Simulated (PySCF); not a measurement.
## Computed spin Hamiltonian

Compound: C6H7O (doublet state).
Atom-mapped SMILES: `[CH2:1][C@H:2]([CH3:3])[C:4]#[C:5][CH:6]=[O:7]` (hydrogens: H8, H9 on C1; H10 on C2; H11, H12, H13 on C3; H14 on C6)

Cartesian coordinates in Å at the GFN2-xTB level; atoms count from 1:
```xyz
14
C6H7O angstrom
C     -1.4827   -0.8643    0.8539
C     -0.8598    0.3959    0.3903
C     -1.4318    0.8955   -0.9419
C      0.5666    0.1294    0.2423
C      1.7257   -0.1890    0.1297
C      3.1056   -0.5155   -0.0086
O      3.9682    0.2150   -0.4185
H     -1.4566   -1.1302    1.8924
H     -1.7761   -1.6079    0.1386
H     -0.9633    1.1793    1.1531
H     -0.9127    1.7947   -1.2649
H     -2.4894    1.1194   -0.8251
H     -1.3179    0.1336   -1.7096
H      3.3234   -1.5563    0.3113
```

The hyperfine couplings belong to this conformer and change with its torsions.

Computed with UKS B3LYP, pcH-1 on C H O, non-relativistic, mean-field spin-orbit, GIAO (PySCF 2.14.0). The structure is a single GFN2-xTB conformer in the gas phase; no vibrational or solvent corrections. GFN2-xTB frequencies show an imaginary mode (59i cm⁻¹), so this geometry is no minimum at that level. A GFN2-xTB geometry isn't a minimum of the functional, and hyperfine couplings can be far from their values at a DFT geometry. Stability of the SCF solution: not tested.

| Property | Result |
| --- | --- |
| g1, g2, g3 | 2.00218, 2.00268, 2.00274 |
| g_iso | 2.00254 |
| Form of g | close to axial: the two nearest values differ by 10 % of g3 − g1 |
| ⟨S²⟩ | 0.7538 (exact 0.7500) |
| α and β electrons | 26, 25 |
| Total energy | -307.95551 Eh |
| Basis functions | 245 |

Isotropic coupling and dipolar principal values T1 to T3, in G; ρ(0) is the spin density at the nucleus (MHz turned into gauss with g_iso; 10 G = 1 mT):

| atom | isotope | a_iso | T1 | T2 | T3 | Mulliken spin population | ρ(0) (bohr⁻³) |
| --- | --- | --- | --- | --- | --- | --- | --- |
| C1 | 13C | 35.1 | -29.4 | -29.1 | 58.5 | 1.07 | 0.0875 |
| C2 | 13C | -9.1 | -0.8 | 0.2 | 0.7 | -0.07 | -0.0228 |
| C3 | 13C | 5.2 | -0.7 | -0.7 | 1.3 | 0.01 | 0.0130 |
| C4 | 13C | 34.7 | -2.4 | -1.0 | 3.4 | 0.01 | 0.0864 |
| C5 | 13C | 3.0 | -2.2 | -1.6 | 3.8 | 0.06 | 0.0075 |
| C6 | 13C | -0.9 | -0.1 | -0.1 | 0.2 | 0.00 | -0.0022 |
| O7 | 17O | -0.3 | -0.2 | 0.1 | 0.2 | 0.00 | 0.0016 |
| H8 | 1H | -22.1 | -14.1 | -0.3 | 14.3 | -0.04 | -0.0138 |
| H9 | 1H | -22.1 | -14.1 | -0.3 | 14.3 | -0.04 | -0.0139 |
| H10 | 1H | 11.6 | -1.9 | -1.6 | 3.5 | 0.01 | 0.0073 |
| H11 | 1H | 1.1 | -0.7 | -0.6 | 1.3 | 0.00 | 0.0007 |
| H12 | 1H | -0.5 | -1.5 | -0.9 | 2.4 | 0.00 | -0.0003 |
| H13 | 1H | -0.5 | -1.1 | -1.0 | 2.1 | 0.00 | -0.0003 |
| H14 | 1H | 1.7 | -0.4 | -0.2 | 0.6 | 0.00 | 0.0011 |

The Mulliken spin populations are largest on C1 (+1.07) and C2 (-0.07). C1 is the only atom above +0.15. The angles at C1 add up to 358.8°, so it is planar; its axial dipolar tensor and the negative couplings of its protons fit spin in a p orbital normal to that plane.

Axes: g2 points within 5° of the C1–H9 bond.

Under fast tumbling the dipolar parts average out, and these isotropic splittings remain: 2 × 1H (H8/H9, I = 1/2, 3 lines) with 2.21 mT, 1 × 1H (H10, I = 1/2, 2 lines) with 1.16 mT and 1 × 1H (H14, I = 1/2, 2 lines) with 0.17 mT.

Class means assume fast exchange of nuclei equivalent by connectivity; if that motion is slow, each nucleus keeps its own coupling.

The 13C coupling of C1 (98.4 MHz) shows only in satellite lines or after enrichment, since that isotope makes up about 1.07 % of natural carbon.

β density exceeds α density at some nuclei, such as C2 (-0.0228), H8/H9 (-0.0139) and C6 (-0.0022), spin density in bohr⁻³. In a single determinant that takes different orbitals for the two spins, that is spin polarisation.
